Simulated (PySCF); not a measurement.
PySCF job for C₂H₆Zn, SMILES [CH3][Zn][CH3] (connectivity only; charge and spin as stated), charge +1, multiplicity 2, PBE-D3(BJ)/def2-SVP. Coordinates come from a PBE-D3(BJ)/def2-SVP optimisation. The spin state was assumed, not searched. The isomer is the one that the SMILES or the coordinates give; other isomers of the formula were not compared.

```python
import numpy as np
from pyscf import gto, scf, dft, df
from pyscf.hessian import thermo

mol = gto.M(
    atom='''
    Zn    0.00000000   -0.00000000    0.00000000
    C    -0.00000000    0.00000000   -2.03838216
    H     0.93531038    0.54000170   -2.28079211
    H    -0.93531037    0.54000170   -2.28079211
    H     0.00000000   -1.08000340   -2.28079211
    C     0.00000000   -0.00000000    2.03838216
    H     0.93531037   -0.54000170    2.28079211
    H    -0.93531038   -0.54000170    2.28079211
    H    -0.00000000    1.08000340    2.28079211
    ''',
    basis='def2-SVP',
    charge=1,
    spin=1,
    max_memory=1600,
    verbose=3,
)
mf = dft.UKS(mol, xc='pbe').density_fit(auxbasis='def2-universal-jkfit')
mf.disp = 'd3bj'
mf.grids.level = 3
mf.conv_tol = 1e-11
mf.max_cycle = 100
mf.kernel()
fine, coarse = mf.grids, dft.Grids(mol).set(level=1).build(with_non0tab=True)
for _ in range(3):  # follow internal instabilities
    mf.grids = coarse
    mo, _, stable, _ = mf.stability(return_status=True, nroots=4)
    mf.grids = fine
    if stable:
        break
    mf.kernel(mf.make_rdm1(mo, mf.mo_occ))

# [left out here: the lines that compute and print the analytic Hessian (its translational invariance restored by hand, since the grid's response is missing), thermochemistry and intensities]
```

Program output:

```

WARN: HOMO -0.284230547824145 >= LUMO -0.284230547824134

converged SCF energy = -1858.18338603535  <S^2> = 0.75764141  2S+1 = 2.0076269
<class 'pyscf.df.df_jk.DFUKS'> wavefunction is stable in the internal stability analysis

WARN: DFTD3 does not support analytical Hessian, using finite difference


WARN: Mole.unit (angstrom) is changed to Bohr

Mode                                 0                   1                   2
Irrep
Freq [cm^-1]                        7.8562             57.6414             57.6574
Reduced mass [au]                   1.0080              4.0248              4.0251
Force const [Dyne/A]                0.0000              0.0079              0.0079
Char temp [K]                      11.3033             82.9331             82.9561
Normal mode                   x     y     z       x     y     z       x     y     z
       0  Zn                -0.00  0.00  0.00   -0.07 -0.00  0.00   -0.00  0.07 -0.00
       1   C                 0.00 -0.00 -0.00    0.14  0.00 -0.00    0.00 -0.14  0.00
       2   H                -0.20  0.35  0.00    0.17  0.00  0.09    0.00 -0.17 -0.05
       3   H                -0.20 -0.35 -0.00    0.17  0.01 -0.09    0.00 -0.17 -0.05
       4   H                 0.41 -0.00  0.00    0.17  0.00 -0.00    0.00 -0.17  0.11
       5   C                 0.00 -0.00  0.00    0.14  0.00  0.00    0.00 -0.14  0.00
       6   H                -0.20 -0.35 -0.00    0.17  0.01 -0.09    0.00 -0.17 -0.05
       7   H                -0.20  0.35  0.00    0.17  0.00  0.09    0.00 -0.17 -0.05
       8   H                 0.41 -0.00  0.00    0.17  0.00 -0.00    0.00 -0.17  0.11
Mode                                 3                   4                   5
Irrep
Freq [cm^-1]                      387.3570            399.5095            546.0443
Reduced mass [au]                   3.8234              8.3389              1.0947
Force const [Dyne/A]                0.3380              0.7842              0.1923
Char temp [K]                     557.3205            574.8053            785.6362
Normal mode                   x     y     z       x     y     z       x     y     z
       0  Zn                -0.00 -0.00 -0.00   -0.00 -0.00 -0.07    0.01 -0.00  0.00
       1   C                 0.00  0.00  0.18    0.00  0.00  0.16   -0.06  0.00 -0.00
       2   H                 0.00  0.00  0.18   -0.01 -0.01  0.10    0.07 -0.01  0.45
       3   H                -0.00  0.00  0.18    0.01 -0.01  0.10    0.07 -0.00 -0.49
       4   H                 0.00 -0.00  0.18    0.00  0.01  0.10    0.08 -0.01  0.04
       5   C                 0.00 -0.00 -0.18   -0.00  0.00  0.16   -0.06  0.00 -0.00
       6   H                 0.00 -0.00 -0.18    0.01 -0.01  0.10    0.07 -0.00 -0.49
       7   H                -0.00 -0.00 -0.18   -0.01 -0.01  0.10    0.07 -0.01  0.45
       8   H                 0.00  0.00 -0.18   -0.00  0.01  0.10    0.08 -0.01  0.04
Mode                                 6                   7                   8
Irrep
Freq [cm^-1]                      546.0508            562.6522            562.6584
Reduced mass [au]                   1.0946              1.0869              1.0869
Force const [Dyne/A]                0.1923              0.2027              0.2027
Char temp [K]                     785.6455            809.5312            809.5401
Normal mode                   x     y     z       x     y     z       x     y     z
       0  Zn                 0.00  0.01 -0.00   -0.00 -0.00  0.00   -0.00 -0.00 -0.00
       1   C                -0.00 -0.06  0.00    0.06 -0.01  0.00   -0.01 -0.06  0.00
       2   H                 0.00  0.08  0.30   -0.07  0.01 -0.44    0.00  0.08  0.32
       3   H                 0.01  0.08  0.24   -0.07  0.00  0.50    0.01  0.08  0.22
       4   H                 0.01  0.07 -0.54   -0.08  0.01 -0.06    0.01  0.07 -0.54
       5   C                -0.00 -0.06 -0.00   -0.06  0.01 -0.00    0.01  0.06 -0.00
       6   H                 0.01  0.08  0.24    0.07 -0.00 -0.50   -0.01 -0.08 -0.22
       7   H                 0.00  0.08  0.30    0.07 -0.01  0.44   -0.00 -0.08 -0.32
       8   H                 0.01  0.07 -0.54    0.08 -0.01  0.06   -0.01 -0.07  0.54
Mode                                 9                  10                  11
Irrep
Freq [cm^-1]                      955.0502           1078.9662           1318.2368
Reduced mass [au]                   1.1285              1.2157              1.0866
Force const [Dyne/A]                0.6065              0.8339              1.1125
Char temp [K]                    1374.1047           1552.3922           1896.6492
Normal mode                   x     y     z       x     y     z       x     y     z
       0  Zn                -0.00 -0.00  0.01   -0.00 -0.00  0.00   -0.00 -0.00 -0.00
       1   C                -0.00 -0.00  0.07    0.00  0.00  0.09   -0.06 -0.00 -0.00
       2   H                -0.08 -0.05 -0.37   -0.08 -0.05 -0.36    0.05 -0.24 -0.10
       3   H                 0.08 -0.05 -0.37    0.08 -0.05 -0.36    0.09  0.29  0.09
       4   H                 0.00  0.09 -0.37    0.00  0.09 -0.36    0.53 -0.01  0.01
       5   C                 0.00 -0.00  0.07    0.00  0.00 -0.09   -0.06 -0.00  0.00
       6   H                 0.08 -0.05 -0.37   -0.08  0.05  0.36    0.09  0.29  0.09
       7   H                -0.08 -0.05 -0.37    0.08  0.05  0.36    0.06 -0.24 -0.10
       8   H                -0.00  0.09 -0.37   -0.00 -0.09  0.36    0.53 -0.01  0.01
Mode                                12                  13                  14
Irrep
Freq [cm^-1]                     1318.2385           1320.9948           1320.9949
Reduced mass [au]                   1.0866              1.0839              1.0840
Force const [Dyne/A]                1.1125              1.1145              1.1145
Char temp [K]                    1896.6517           1900.6174           1900.6176
Normal mode                   x     y     z       x     y     z       x     y     z
       0  Zn                -0.00  0.00  0.00    0.00  0.00 -0.00    0.00  0.00 -0.00
       1   C                -0.00  0.06  0.00    0.05  0.01  0.00    0.01 -0.05 -0.00
       2   H                 0.27 -0.40  0.05   -0.00  0.16  0.11   -0.28  0.44 -0.03
       3   H                -0.26 -0.36  0.06   -0.14 -0.35 -0.08    0.24  0.30 -0.08
       4   H                 0.04  0.08 -0.11   -0.52  0.02 -0.03   -0.14 -0.08  0.11
       5   C                -0.00  0.06  0.00   -0.05 -0.01  0.00   -0.01  0.05  0.00
       6   H                -0.26 -0.36  0.06    0.14  0.35  0.08   -0.24 -0.30  0.08
       7   H                 0.27 -0.40  0.05    0.00 -0.16 -0.11    0.28 -0.44  0.03
       8   H                 0.04  0.08 -0.11    0.52 -0.02  0.03    0.14  0.08 -0.11
Mode                                15                  16                  17
Irrep
Freq [cm^-1]                     2974.1332           2976.8261           3144.4923
Reduced mass [au]                   1.0180              1.0170              1.1134
Force const [Dyne/A]                5.3052              5.3099              6.4862
Char temp [K]                    4279.1155           4282.9900           4524.2243
Normal mode                   x     y     z       x     y     z       x     y     z
       0  Zn                 0.00 -0.00  0.00    0.00  0.00  0.00   -0.00 -0.00 -0.00
       1   C                 0.00  0.00 -0.02    0.00 -0.00 -0.02   -0.07 -0.00 -0.00
       2   H                -0.34 -0.20  0.08   -0.34 -0.20  0.08    0.40  0.23 -0.11
       3   H                 0.34 -0.20  0.08    0.34 -0.20  0.08    0.40 -0.23  0.11
       4   H                -0.00  0.40  0.08   -0.00  0.40  0.08   -0.00  0.00  0.00
       5   C                 0.00 -0.00 -0.02    0.00 -0.00  0.02   -0.07 -0.00 -0.00
       6   H                 0.34 -0.20  0.08   -0.34  0.20 -0.08    0.40 -0.23  0.11
       7   H                -0.34 -0.20  0.08    0.34  0.20 -0.08    0.40  0.23 -0.11
       8   H                 0.00  0.40  0.08   -0.00 -0.40 -0.08   -0.00  0.00  0.00
Mode                                18                  19                  20
Irrep
Freq [cm^-1]                     3144.5158           3146.7604           3146.7881
Reduced mass [au]                   1.1134              1.1140              1.1140
Force const [Dyne/A]                6.4862              6.4993              6.4994
Char temp [K]                    4524.2581           4527.4876           4527.5275
Normal mode                   x     y     z       x     y     z       x     y     z
       0  Zn                 0.00 -0.00 -0.00    0.00  0.00 -0.00    0.00 -0.00 -0.00
       1   C                -0.00 -0.07  0.00   -0.07 -0.00  0.00    0.00 -0.07 -0.00
       2   H                 0.23  0.13 -0.06    0.40  0.23 -0.11    0.23  0.13 -0.06
       3   H                -0.23  0.13 -0.06    0.39 -0.23  0.11   -0.24  0.13 -0.06
       4   H                 0.00  0.53  0.12   -0.00  0.01  0.00    0.00  0.53  0.12
       5   C                 0.00 -0.07 -0.00    0.07  0.00 -0.00   -0.00  0.07 -0.00
       6   H                -0.23  0.13 -0.06   -0.39  0.23 -0.11    0.24 -0.13  0.06
       7   H                 0.23  0.13 -0.06   -0.40 -0.23  0.11   -0.23 -0.13  0.06
       8   H                 0.00  0.53  0.12    0.01 -0.01 -0.00   -0.00 -0.53 -0.12
temperature 298.1500 [K]
pressure 101325.00 [Pa]
Rotational constants [GHz] 71.63993 3.74909 3.74909
Symmetry number 6
Zero-point energy (ZPE) 0.06601 [Eh]   173299.563 [J/mol]
                           tot       elec      trans        rot        vib
Entropy [J/mol/K]       345.762      5.763    165.599     82.519     91.881
Cv [J/mol/K]             86.483      0.000     12.472     12.472     61.540
Cp [J/mol/K]             94.798      0.000     20.786     12.472     61.540
Internal energy [J/mol]                      3718.434   3718.434 183948.751
Internal energy [Eh]   -1858.11049  -1858.18339
Enthalpy [J/mol]                             6197.391   3718.434 183948.751
Enthalpy [Eh]          -1858.10955
Gibbs free energy [J/mol]                  -43176.040 -20884.533 156554.512
Gibbs free energy [Eh] -1858.14881
mode   freq/cm-1   IR/(km/mol)
   1        7.86         0.000
   2       57.64         0.010
   3       57.66         0.010
   4      387.36         0.000
   5      399.51        87.736
   6      546.04        32.239
   7      546.05        32.243
   8      562.65         0.000
   9      562.66         0.000
  10      955.05       297.637
  11     1078.97         0.000
  12     1318.24        21.437
  13     1318.24        21.433
  14     1320.99         0.000
  15     1320.99         0.000
  16     2974.13       115.279
  17     2976.83         0.000
  18     3144.49        49.056
  19     3144.52        49.057
  20     3146.76         0.000
  21     3146.79         0.000
max |gradient| / (hartree/bohr): 4.931275819961796e-05
APT charges: [0.443  0.178  0.0335 0.0335 0.0336 0.178  0.0335 0.0335 0.0336]
```

The calculation finished and met its thresholds.
